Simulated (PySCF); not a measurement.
**Two-component Hartree-Fock for Sn⁺ (tin, charge +1)**

Start: [Kr] 4d10 5s2 6s1; 6s1/2 filled at m_j = +1/2. Calculated with PySCF 2.14 in x2c-SVPall-2c with one added diffuse shell each of s, p type (7s9p4d, 54 functions): generalised Hartree-Fock with the X2C-1e Hamiltonian and a Gaussian nucleus; one run each with spin-orbit coupling (SO) switched off, then screened by Boettger's factors. This is a chosen level, not necessarily the ground level.

| spinor shell | electrons | ε, spin-free (eV) | ε, screened SO (eV) | weight of nominal j (screened SO) | rms radius, screened SO (bohr) |
| --- | --- | --- | --- | --- | --- |
| 1s1/2 | 2 | -29354.7 | -29352.1 | 1.000 | 0.0333 |
| 2s1/2 | 2 | -4533.7 | -4532.9 | 1.000 | 0.136 |
| 2p1/2 | 2 | -4065.2 | -4225.4 | 1.000 | 0.118 |
| 2p3/2 | 4 | -4065.2 | -3992.1 | 1.000 | 0.123 |
| 3s1/2 | 2 | -924.48 | -924.28 | 1.000 | 0.361 |
| 3p1/2 | 2 | -767.33 | -797.46 | 1.000 | 0.354 |
| 3p3/2 | 4 | -767.33 | -753.47 | 1.000 | 0.366 |
| 3d3/2 | 4 | -525.88 | -531.04 | 1.000 | 0.340 |
| 3d5/2 | 6 | -525.88 | -522.26 | 1.000 | 0.343 |
| 4s1/2 | 2 | -172.41 | -172.38 | 1.000 | 0.872 |
| 4p1/2 | 2 | -122.40 | -127.79 | 1.000 | 0.932 |
| 4p3/2 | 4 | -122.40 | -119.91 | 1.000 | 0.958 |
| 4d3/2 | 4 | -47.823 | -48.447 | 1.000 | 1.18 |
| 4d5/2 | 6 | -47.823 | -47.389 | 1.000 | 1.18 |
| 5s1/2 | 2 | -23.860 | -23.862 | 1.000 | 2.43 |
| 6s1/2 | 1 | -7.184 | -7.184 | 1.000 | 6.29 |

```csv
quantity,spin-free,screened SO
E (hartree),-6171.92529,-6173.35276
M_J,1/2,1/2
⟨J²⟩,0.750,0.750
⟨L²⟩,0.000,0.015
⟨S²⟩,0.750,0.765
```

Breit and QED terms are absent; they matter most for the inner s and p1/2 levels.

Densities and radii are taken from the X2C orbitals without a picture-change correction, which distorts them close to the nucleus.

Without spin-orbit coupling the j labels of p, d and f shells carry no meaning; the spin-free column gives the mean over the occupied spinors of each nl shell.
